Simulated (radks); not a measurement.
Values are calculated unless marked as measured or tabulated.
Problem. Species: Yb III. Configuration: [Xe] 4f14 (the NIST ground configuration). Code: a radial shooting solver on a logarithmic mesh with Libxc functionals. Model: Dirac Kohn-Sham, PBE, spin-unpolarised, spherical densities, finite nucleus; Fermi nuclear charge, rms radius 5.3108 fm. Some entries of the table are withheld. Estimate them.

| orbital | occ. | eigenvalue (hartree) | r(max) (bohr) |
|---|---|---|---|
| 1s1/2 | 2 | -2247.765 | 0.01237 |
| 2s1/2 | 2 | (1) | (2) |
| 2p1/2 | 2 | -363.5315 | 0.05296 |
| 2p3/2 | 4 | -325.0545 | 0.05938 |
| 3s1/2 | 2 | -86.29897 | 0.1997 |
| 3p1/2 | 2 | (3) | (4) |
| 3p3/2 | 4 | (5) | (6) |
| 3d3/2 | 4 | -57.19061 | 0.1581 |
| 3d5/2 | 6 | -55.40618 | 0.1618 |
| 4s1/2 | 2 | -17.40629 | 0.4556 |
| 4p1/2 | 2 | -14.27060 | 0.4569 |
| 4p3/2 | 4 | -12.42271 | 0.4853 |
| 4d3/2 | 4 | -7.26324 | 0.4860 |
| 4d5/2 | 6 | -6.92691 | 0.4952 |
| 5s1/2 | 2 | -2.55685 | 1.072 |
| 5p1/2 | 2 | -1.70989 | 1.170 |
| 5p3/2 | 4 | -1.48462 | 1.261 |
| 4f5/2 | 6 | -0.67446 | 0.4807 |
| 4f7/2 | 8 | -0.62596 | 0.4863 |
| 6s1/2 | 0 | -0.56038 | 2.894 |
| 5d3/2 | 0 | -0.49997 | 1.825 |
| 5d5/2 | 0 | -0.48616 | 1.882 |

Solution. 
(1) 2s1/2 eigenvalue (hartree): -381.0580
(2) 2s1/2 r(max) (bohr): 0.07077
(3) 3p1/2 eigenvalue (hartree): -78.55412
(4) 3p1/2 r(max) (bohr): 0.1874
(5) 3p3/2 eigenvalue (hartree): -70.38705
(6) 3p3/2 r(max) (bohr): 0.2008
